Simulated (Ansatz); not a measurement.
Reaction (cleavage of the Si–Si bond): `CB[SiH](O)[SiH3]` + `NBS` → `[SiH3]NBS` + `CB[SiH2]O`

Gas-phase electronic energies from Ansatz, PBE0-D4/def2-TZVP geometries. CBS: MP2 limit from def2 TZ/QZ plus the TZ coupled-cluster correction, frozen cores. Functionals use def2-TZVPP. One conformer a species, not always the lowest.

CCSD(T)/CBS gives -42.0 kJ/mol.

Task: Another level gave -62.3 kJ/mol. Which?
A. PBE0/def2-TZVPP
B. HF/def2-TZVPP
C. r2SCAN-D4/def2-TZVPP
D. ωB97M-V/def2-TZVPP

Result: B. HF/def2-TZVPP -62.3, PBE0 -25.4, r2SCAN-D4 -30.2, ωB97M-V -42.5 kJ/mol.

Largest T1 diagnostic among the species: 0.013.

From PBE to PBE0 (25 % exact exchange), in def2-TZVPP and without D4, ΔE moves by −7.9 kJ/mol. In def2-TZVPP, CCSD(T) changes the Hartree–Fock value by +19.8 kJ/mol (the triples alone add +2.9 kJ/mol) and MP2 by +12.9 kJ/mol.
